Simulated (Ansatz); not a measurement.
CH7FOSi2 can be A, `O[SiH2][SiH2]CF`, or B, `C[SiH2]O[SiH2]F`.

Program: Ansatz. Geometries: PBE0-D4/def2-TZVP. ΔE: electronic, gas phase. CBS: MP2 limit from def2 TZ/QZ plus the TZ coupled-cluster correction, frozen cores. DFT in def2-TZVPP. B3LYP here is the variant with VWN-RPA as its local correlation; programs differ in this. Each species was taken in one conformer, which may not be the lowest.

(1) Which is lower in electronic energy at CCSD(T)/CBS, and by how much? (Best estimate.)

(2) Give E(B) − E(A) in kJ/mol with CCSD(T)/def2-TZVPP, B3LYP-D4, B2PLYP, B3LYP, CCSD/def2-TZVPP, r2SCAN-D4, PBE0-D4. (Best estimate.)

Largest T1 diagnostic: 0.012.

## Answers

(1) The calculation gave: B, by 397.7 kJ/mol.

(2) Computed: CCSD(T)/def2-TZVPP -394.0, B3LYP-D4 -384.7, B2PLYP -397.1, B3LYP -383.9, CCSD/def2-TZVPP -398.8, r2SCAN-D4 -385.2, PBE0-D4 -366.4. None reverses the order clearly.

In def2-TZVPP, CCSD(T) changes the Hartree–Fock value by +26.8 kJ/mol (the triples alone add +4.8 kJ/mol) and MP2 by +7.2 kJ/mol. From PBE to PBE0 (25 % exact exchange), in def2-TZVPP and without D4, E(B) − E(A) moves by −18.1 kJ/mol.
